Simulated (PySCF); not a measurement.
Delta-SCF ions had no search for a lower state. Excitations are Tamm–Dancoff values on a coarser integration grid. The basis has no diffuse functions, so Rydberg states are missing or too high.

Cartesian coordinates (Å):
SMILES: N[SiH2]O
```xyz
8

N      1.0395    -0.6431    -0.5723
Si    -0.2600    -0.0995     0.3817
O     -0.8955     1.3098    -0.1993
H      0.8761    -1.0458    -1.4804
H      1.9325    -0.1797    -0.5348
H     -1.3065    -1.1559     0.3699
H      0.2485     0.1190     1.7618
H     -1.6346     1.6952     0.2734
```
Charge 0, spin multiplicity 1.

Question: Predict the S1 excitation (TDA), vertical ionisation energy (Delta-SCF) and total energy from PBE0-D4/def2-TZVP in PySCF 2.14.0.

Answer: 
The S1 excitation (TDA) is 7.05 eV. The vertical ionisation energy (Delta-SCF) is 10.30 eV. The total energy comes out as -11492.76 eV.
